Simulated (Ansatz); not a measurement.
`[OH][InH][B](Cl)Cl` + HBr → `ClB(Cl)Br` + `[OH][InH2]` at 298.15 K and 1 bar (cleavage of the B–In bond).

Calculated with Ansatz (gas phase, PBE0-D4/def2-TZVP geometries, no zero-point term in ΔE). CBS: MP2 limit from def2 TZ/QZ plus the TZ coupled-cluster correction, frozen cores. Elements past krypton have def2 core potentials. For Br, In outer-core shells are correlated without core-valence functions, which leaves a few kJ/mol of doubt a bond. Scalar relativity is left out up to krypton. One conformer a species, not always the lowest.

```json
{"species": "`[OH][InH][B](Cl)Cl`", "CCSD(T)/CBS energy (Eh)": "-1210.61969", "H − E (kJ/mol)": "90.1", "S (J/(mol·K))": "393.6"}
{"species": "HBr", "CCSD(T)/CBS energy (Eh)": "-2573.91920", "H − E (kJ/mol)": "24.6", "S (J/(mol·K))": "198.6"}
{"species": "`ClB(Cl)Br`", "CCSD(T)/CBS energy (Eh)": "-3517.78256", "H − E (kJ/mol)": "33.3", "S (J/(mol·K))": "310.3"}
{"species": "`[OH][InH2]`", "CCSD(T)/CBS energy (Eh)": "-266.78179", "H − E (kJ/mol)": "78.4", "S (J/(mol·K))": "275.9"}
```

H − E and S are ideal-gas, rigid-rotor, harmonic terms from PBE0-D4/def2-TZVP, for one conformer and one mirror image of each species. 1 Eh = 2625.50 kJ/mol, R = 8.31446 J/(mol·K).

By hand: ΔE, ΔH, ΔS and ΔG.

ΔE = (-3517.78256) + (-266.78179) − (-1210.61969) − (-2573.91920) = -0.02546 Eh = -66.8 kJ/mol. Δ(H − E) = 33.3 + 78.4 − 90.1 − 24.6 = -3.0, so ΔH = -69.8 kJ/mol. ΔS = 310.3 + 275.9 − 393.6 − 198.6 = -6.0 J/(mol·K). ΔG = -69.8 − 298.15 × (-6.0)/1000 = -68.0 kJ/mol.

By hand: the equilibrium constant, and the temperature at which ΔG would vanish if ΔH and ΔS stayed fixed.

log₁₀ K = −ΔG/(RT ln 10) = 11.9. ΔG = 0 at ΔH/ΔS = 11633 K, far beyond where these terms or the molecules hold.

The number of gas molecules stays the same, so ΔS is small and ΔH decides. A doubt of 5 kJ/mol in ΔE shifts log₁₀ K by 0.9 here. Other conformers and mirror images would add mixing entropy, several J/(mol·K) or more a flexible species. Modes under 60 cm⁻¹, often nearly free rotors, make the harmonic entropy too high. These are equilibria of isolated gas molecules and say nothing of rates. Largest T1 diagnostic: 0.017 (customary marks: 0.02 for closed shells, 0.045 for open ones).
